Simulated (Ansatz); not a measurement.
`[Cl][GeH]` + CH₃SH → `C[S][GeH]` + HCl at 600 K and 1 bar (ligand exchange at a Ge–Cl bond).

Program: Ansatz. Geometries: PBE0-D4/def2-TZVP. ΔE: electronic, gas phase. CCSD(T)/CBS adds triple-zeta CCSD(T) − MP2 to the extrapolated MP2 energy (def2 sets, frozen cores). This one scheme is used for every species. For Ge outer-core shells are correlated without core-valence functions, which leaves a few kJ/mol of doubt a bond. Scalar relativity is left out up to krypton.

```csv
species,CCSD(T)/CBS energy (Eh),H − E (kJ/mol),S (J/(mol·K))
`[Cl][GeH]`,-2536.49422,43.2,296.6
CH₃SH,-438.22835,152.3,296.8
`C[S][GeH]`,-2514.34332,162.4,370.8
HCl,-460.38127,35.4,207.2
```

H − E and S are ideal-gas, rigid-rotor, harmonic terms from PBE0-D4/def2-TZVP. 1 Eh = 2625.50 kJ/mol, R = 8.31446 J/(mol·K).

By hand: ΔE, ΔH, ΔS and ΔG.

ΔE = (-2514.34332) + (-460.38127) − (-2536.49422) − (-438.22835) = -0.00202 Eh = -5.3 kJ/mol. Δ(H − E) = 162.4 + 35.4 − 43.2 − 152.3 = 2.3, so ΔH = -3.0 kJ/mol. ΔS = 370.8 + 207.2 − 296.6 − 296.8 = -15.4 J/(mol·K). ΔG = -3.0 − 600 × (-15.4)/1000 = 6.2 kJ/mol.

By hand: the equilibrium constant, and the temperature at which ΔG would vanish if ΔH and ΔS stayed fixed.

log₁₀ K = −ΔG/(RT ln 10) = -0.5. ΔG = 0 at ΔH/ΔS = 195 K, though so small a ΔH makes that figure unsure.

TΔS isn't small against ΔH here. A doubt of 5 kJ/mol in ΔE shifts log₁₀ K by 0.4 here. These are equilibria of isolated gas molecules and say nothing of rates. Largest T1 diagnostic: 0.015 (customary marks: 0.02 for closed shells, 0.045 for open ones).
